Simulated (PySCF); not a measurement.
These are PBE0-D3(BJ)/def2-TZVP run with PySCF values and carry that method's errors. All species are isolated molecules in the gas phase. Delta-SCF ions had no search for a lower state. Excitations are Tamm–Dancoff values on a coarser integration grid. The basis has no diffuse functions, so Rydberg states are missing or too high.

Reference species (SMILES): `[SiH3][Ga]([SiH3])[SiH3]` (neutral, multiplicity 1).

```json
{
 "vertical ionisation energy (Delta-SCF)": "8.93 eV",
 "S1 excitation (TDA)": "3.38 eV",
 "LUMO": "-2.64 eV"
}
```

Changed species: `[SiH3][GaH2]` (2 of 3 SiH3 replaced by H; the reference has 0 of 3 SiH3 replaced by H).

Q: Give the shifts of the vertical ionisation energy (Delta-SCF), S1 excitation (TDA) and LUMO.

A: the vertical ionisation energy (Delta-SCF) increases by 0.78 eV, to 9.71 eV; the S1 excitation (TDA) rises by 0.79 eV, to 4.17 eV; the LUMO rises by 0.49 eV, to -2.15 eV.
